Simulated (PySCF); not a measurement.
Compound: C7H8N (doublet state).
Z-matrix (Å and degrees, GFN2-xTB geometry), rows numbered from 1:
```
C 
C   1  1.3796
C   2  1.4236  1  121.14
C   3  1.3716  2  120.49  1  -179.90
C   4  1.3891  3  120.98  2    -0.00
C   5  1.4030  4  120.23  3    -0.04
N   6  1.3830  5  119.85  4  -176.40
C   6  1.3820  5  119.21  4     0.22
H   1  1.0751  2  121.34  3   179.85
H   1  1.0748  2  121.16  3    -0.40
H   3  1.0794  2  118.76  1     0.02
H   4  1.0808  3  119.98  2   179.83
H   5  1.0801  4  120.37  3  -179.97
H   7  1.0074  6  116.08  5  -161.97
H   7  1.0073  6  116.17  5   -23.28
H   8  1.0810  2  118.69  1    -0.15
```

The hyperfine couplings belong to this conformer and change with its torsions.

The species is `[CH2]c1cccc(N)c1` [radical].

Method used: PySCF 2.14.0, UKS B3LYP, pcH-1 on C H N, non-relativistic, mean-field spin-orbit, GIAO. Isolated species at its GFN2-xTB geometry (one conformer only). The geometry wasn't refined by DFT: couplings that depend on bond lengths, twists or pyramidal angles can differ widely from those at the functional's own minimum. No stability test was run, so a lower SCF solution isn't excluded. ⟨S²⟩ is 0.780 where a pure state has 0.75.

The largest Mulliken spin populations are on C1 (+0.75), C5 (+0.29), C3 (+0.25) and C8 (+0.24). Four atoms exceed +0.15. The positive populations add up to 1.55 and the negative ones to -0.55, together 2S = 1. The angles at C1 add up to 360.0°, so it is planar; its axial dipolar tensor and the negative couplings of its protons fit spin in a p orbital normal to that plane.

Question: McConnell's relation a(H) = Q·ρ ties the coupling of a proton on a planar π carbon to the spin population of that carbon. What Q do the computed values give?

Answer: 
| H | C | ρ(C) | a(H) (G) | a/ρ (G) |
| --- | --- | --- | --- | --- |
| H9 | C1 | +0.754 | -16.14 | -21.4 |
| H10 | C1 | +0.754 | -16.18 | -21.4 |
| H11 | C3 | +0.254 | -5.76 | -22.7 |
| H12 | C4 | -0.132 | +2.35 | -17.8 |
| H13 | C5 | +0.293 | -6.60 | -22.5 |
| H16 | C8 | +0.243 | -5.48 | -22.5 |

A least-squares line through the origin gives Q = -21.6 G with Mulliken populations. Where ρ is negative the coupling is positive.

Question: Leave H16 and its like out of the fit. How well does the relation then predict its coupling?

Answer: The other protons give Q = -21.5 G, so a = -21.5 × 0.243 ≈ -5.24 G, against the computed -5.48 G.

Couplings in gauss use g_iso = 2.0026.

The run took 1.7 min of wall time (grids of density and orbitals included) on one thread of an AMD EPYC, on a shared host, and the process peaked at 0.97 GiB of memory.
